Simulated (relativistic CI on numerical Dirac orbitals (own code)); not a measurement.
# Hyperfine structure of Zr XXVI, mass number 91

Method of calculation: Dirac-Coulomb-Breit CI, separate exchange-only KLI orbitals for each configuration, model QED, unscaled Slater integrals (own radial code, finite nucleus).

Configurations in the expansion (outside the closed core [Ne]): 3s2.3p3, 3s.3p4, 3s2.3p2.3d, 3p5, 3s.3p3.3d, 3p4.3d, 3s.3p2.3d2, 3s2.3p.3d.4p, 3p4.4s, 3s2.3p2.4s, 3s.3p2.3d.4s, 3p4.4p, 3s2.3p.3d2, 3s2.3d3, 3s.3p.3d3, 3s2.3d2.4s, 3p3.3d2, 3p2.3d3, 3p2.3d2.4s, 3s2.3p.3d.4s, 3s.3p.3d2.4s, 3s2.3d.4s2, 3s.3p2.3d.4p, 3s.3p.3d2.4p, 3p2.3d2.4p, 3s.3p.3d.4s.4p. Double excitations out of closed p, d and f shells are left out; levels of such configurations are missing from the list, as are those of other unlisted configurations, and high levels can miss mixing partners.

Nuclear spin I = 5/2, μ = -1.3022 μN, Q = -0.176 b (tables of Stone and Pyykkö). The electronic factors are computed for point nuclear moments, without core polarisation or the Bohr-Weisskopf and QED corrections.

| Level | E (cm⁻¹) | A (GHz) | B (GHz) |
| --- | --- | --- | --- |
| 3s2.3p3 2D°_3/2 | 123590 | -4.248 | -4.48 |
| 3s2.3p3 2D°_5/2 | 164243 | -24.2 | 0.00259 |
| 3s2.3p3 2P°_1/2 | 218316 | -70.28 |  |
| 3s2.3p3 2P°_3/2 | 335625 | -13.4 | 8.81 |
| 3s.3p4 4P_5/2 | 642956 | -50.22 | -4.53 |
| 3s.3p4 4P_3/2 | 719420 | -12.48 | 5.58 |
| 3s.3p4 4P_1/2 | 737054 | -141.3 |  |
| 3s.3p4 2D_5/2 | 853047 | -50.98 | 11.2 |

Levels with J = 0, under 50 % of one LS term, or S terms without an open s electron are left out. Small factors come from cancelling terms and can be off by tens of per cent or more.

At this charge energies of transitions that change n are usually good to better than 1 %, and those within a shell (Δn = 0) to a few per cent.

Question: Give the hyperfine levels of 3s2.3p3 2D°_5/2 relative to its centre of gravity.

Answer: With K = F(F + 1) − I(I + 1) − J(J + 1), E = AK/2 + B[¾K(K + 1) − I(I + 1)J(J + 1)]/[2I(2I − 1)J(2J − 1)]: F = 0: 211.8, F = 1: 187.6, F = 2: 139.2, F = 3: 66.55, F = 4: -30.25, F = 5: -151.3 GHz.

LS names give the leading component of a level, which can be under half, so a name can repeat, a term be missing and a line seem to break the LS rules.
